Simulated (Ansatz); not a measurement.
Ansatz results at the PBE0-D4/def2-TZVP geometry: HOMO–LUMO gap (B3LYP/def2-TZVPP) 6.13 eV; HOMO–LUMO gap (PBE0/def2-TZVPP) 6.52 eV; LUMO energy (B3LYP/def2-TZVPP) -0.36 eV.

**Question.** Which molecule gave them?
A. `c1ccc2c(c1)CCC2`
B. `COS(=O)OC`
C. `CC1(C)CC1`
D. `COC1=CCCCC1`

**Answer.** A. The others give `CC1(C)CC1`: 8.37, 8.90, 0.97; `COS(=O)OC`: 7.83, 8.33, 0.15; `COC1=CCCCC1`: 6.63, 7.12, 0.73.

B3LYP here is the variant with VWN-RPA as its local correlation; programs differ in this.
